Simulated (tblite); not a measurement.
Compound: C₅H₁₁FOSi.
Atom-mapped SMILES: `[CH3:1][O:2][C@@H:3]1[C@H:4]([SiH3:5])[C@H:6]1[CH2:7][F:8]` (hydrogens: H9, H10, H11 on C1; H12 on C3; H13 on C4; H14, H15, H16 on Si5; H17 on C6; H18, H19 on C7)

Structure used (GFN2-xTB), in Å, numbered top down from 1:
```
atom  x, y, z in Å
C1     2.5213   -0.1205   -0.5100
O2     1.5338   -0.5796    0.3829
C3     0.2766   -0.6818   -0.2046
C4    -0.6502    0.5086   -0.2385
Si5   -0.1257    2.1676    0.4757
C6    -0.9075   -0.6441    0.7011
C7    -2.0702   -1.5808    0.4792
F8    -2.2892   -1.7984   -0.8598
H9     3.4606   -0.1264    0.0393
H10    2.6023   -0.7825   -1.3806
H11    2.3028    0.8962   -0.8558
H12    0.2474   -1.3625   -1.0557
H13   -1.3036    0.5388   -1.1033
H14    0.3785    2.9985   -0.6234
H15   -1.3092    2.7922    1.0744
H16    0.9012    1.9911    1.4983
H17   -0.6995   -0.4845    1.7511
H18   -1.8803   -2.5626    0.9278
H19   -2.9988   -1.1599    0.8826
```

Calculated harmonic vibrations of the isolated species, GFN2-xTB (tblite), most abundant isotopes, no scaling. Against measured fundamentals such values can be off by several per cent, at times by over 20. Modes of hydrogen on silicon can be 10 to 20 % off. One conformer, not necessarily the lowest.

Harmonic wavenumbers (cm⁻¹): 65.4, 105.1, 112.1, 131.5, 146.4, 165.1, 206.3, 249.5, 252.7, 407.5, 488.6, 544.4, 572.1, 601.4, 738.1, 773.3, 793.4, 801.1, 839.4, 890.0, 980.0, 1000.0, 1012.7, 1045.2, 1062.4, 1080.7, 1107.3, 1130.2, 1133.0, 1177.4, 1214.6, 1230.2, 1237.0, 1304.7, 1321.2, 1401.7, 1439.0, 1450.5, 1466.6, 1484.7, 2235.3, 2246.7, 2300.9, 2906.5, 2924.7, 2926.5, 2936.3, 2951.6, 3027.8, 3032.6, 3065.0.

A = 2086, B = 1157, C = 844.0 MHz; mass 134.056 u (most abundant isotopes); point group C1, symmetry number 1.

Problem. Zero-point energy?

Solution. Half the sum of the wavenumbers: 31858 cm⁻¹ = 91.09 kcal/mol.

Problem. Entropy at 350 K, 1 bar (ideal gas, RRHO, classical rotation)?

Solution. Translation 41.41, rotation 29.92, vibration 35.27: S = 106.6 cal/(mol K).

Problem. And Cp and H(350 K) − H(0)?

Solution. Cp = 44.47 cal/(mol K), of which vibrations give 36.52 (their classical limit is 51 R = 101.3); H(350 K) − H(0) = 9.32 kcal/mol without the zero-point energy, 6.54 from vibrations.

Problem. Blend soft modes into free rotors: weight 1/[1 + (100 cm⁻¹/ν̃)⁴] for the oscillator and the rest for a rotor with moment μB/(μ + B), μ = h/(8π²ν), B = 10⁻⁴⁴ kg m². What vibrational entropy results?

Solution. 33.49 cal/(mol K) in place of 35.27, which changes −T·S at 350 K by +0.62 kcal/mol.

Problem. What must be added to the electronic energy to get the Gibbs energy at 350 K and 1 bar?

Solution. ZPE + [H(350 K) − H(0)] − T·S = 91.09 + 9.32 − 37.31 = 63.10 kcal/mol.

Problem. How do the functions run with temperature in this model?

Solution. 
```json
{"T (K)": "150", "S (cal/(mol K))": "78.7", "Cp (cal/(mol K))": "24.7", "H − H(0) (kcal/mol)": "2.45", "G − H(0) (kcal/mol)": "-9.35", "ln q(vib)": "2.86"}
{"T (K)": "250", "S (cal/(mol K))": "93.5", "Cp (cal/(mol K))": "34.2", "H − H(0) (kcal/mol)": "5.39", "G − H(0) (kcal/mol)": "-17.98", "ln q(vib)": "5.64"}
{"T (K)": "298.15", "S (cal/(mol K))": "99.9", "Cp (cal/(mol K))": "39.1", "H − H(0) (kcal/mol)": "7.15", "G − H(0) (kcal/mol)": "-22.64", "ln q(vib)": "6.95"}
{"T (K)": "400", "S (cal/(mol K))": "112.9", "Cp (cal/(mol K))": "49.4", "H − H(0) (kcal/mol)": "11.66", "G − H(0) (kcal/mol)": "-33.48", "ln q(vib)": "9.69"}
{"T (K)": "600", "S (cal/(mol K))": "136.1", "Cp (cal/(mol K))": "65.2", "H − H(0) (kcal/mol)": "23.22", "G − H(0) (kcal/mol)": "-58.43", "ln q(vib)": "14.95"}
{"T (K)": "900", "S (cal/(mol K))": "165.6", "Cp (cal/(mol K))": "80.1", "H − H(0) (kcal/mol)": "45.21", "G − H(0) (kcal/mol)": "-103.82", "ln q(vib)": "22.37"}
```

q(vib) and H(0) count from the zero-point level.

Problem. Which modes carry the vibrational entropy at 350 K?

Solution. 65.4 cm⁻¹: 4.60; 105.1 cm⁻¹: 3.67; 112.1 cm⁻¹: 3.54; 131.5 cm⁻¹: 3.23; 146.4 cm⁻¹: 3.03; 165.1 cm⁻¹: 2.80 cal/(mol K); the other 45 give 14.39 together.

Hindered rotation and anharmonicity are outside this model. Other conformers, if any are populated, would add a mixing term that is left out. The structure is chiral; the term R ln 2 for an equal mix with its mirror image is left out.
